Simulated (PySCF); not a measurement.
Stepwise substitution at one centre (Si F-SH). All species are isolated molecules in the gas phase. One relaxed conformer stands for each flexible species; it need not be the lowest. Strings in code marks are SMILES.

All values below come from PySCF with TPSSh-D3(BJ)/def2-TZVP // PBE0-D3(BJ)/def2-TZVP. All candidates: neutral, multiplicity 1. Excitations are Tamm–Dancoff values on a coarser integration grid. The basis has no diffuse functions, so Rydberg states are missing or too high.

```
Property                Value
-------------------  --------
HOMO–LUMO gap         6.15 eV
LUMO                 -0.83 eV
T1 excitation (TDA)   5.26 eV
```

Q: Say which member has these values.
A) `S[Si](S)(S)S`
B) `F[Si](S)(S)S`
C) `F[Si](F)(F)S`
D) `F[Si](F)(S)S` (S–Si–S–H torsion 49°, S–Si–S–H torsion 49°)

A: A, `S[Si](S)(S)S`. The others give `F[Si](F)(F)S`: 7.32 eV, -0.53 eV, 6.01 eV; `F[Si](F)(S)S` (S–Si–S–H torsion 49°, S–Si–S–H torsion 49°): 6.75 eV, -0.69 eV, 5.67 eV; `F[Si](S)(S)S`: 6.46 eV, -0.67 eV, 5.47 eV
